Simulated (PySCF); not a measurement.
## Worked example: oscillator strength and radiative lifetime

C₃H₃, SMILES C#C[CH2] (connectivity only; charge and spin as stated), charge +1, multiplicity 1.

The structure is a stationary point at PBE0-D3(BJ)/def2-TZVP. The spin state was assumed, not searched. The isomer is the one that the SMILES or the coordinates give; other isomers of the formula were not compared.

PySCF 2.14.0 with TDDFT-ωB97X/def2-SVPD puts the first singlet state with f over 0.02 at 5.30 eV (vertical), with the transition dipole (0.000, 0.000, 1.044) in atomic units.

Find the oscillator strength, the wavelength and the radiative lifetime that this transition would have in vacuum if emission retraced absorption.


|μ|² = 1.0899 au, so |μ| = 2.65 D. ΔE = 5.30/27.211 = 0.1948 hartree. f = (2/3) ΔE |μ|² = 0.142 (the program prints 0.142).
λ = 1239.84/5.30 = 234 nm; ν = 42747 cm⁻¹.
Einstein's coefficient A = 0.6670 ν² f s⁻¹ (ν in cm⁻¹) = 1.7e8 s⁻¹, so τ = 1/A = 5.8 ns. This state is S2; the lower singlet has f = 0.000. The figure is the radiative limit of this one transition; relaxation, internal conversion, crossing to triplets and a medium change what is measured.
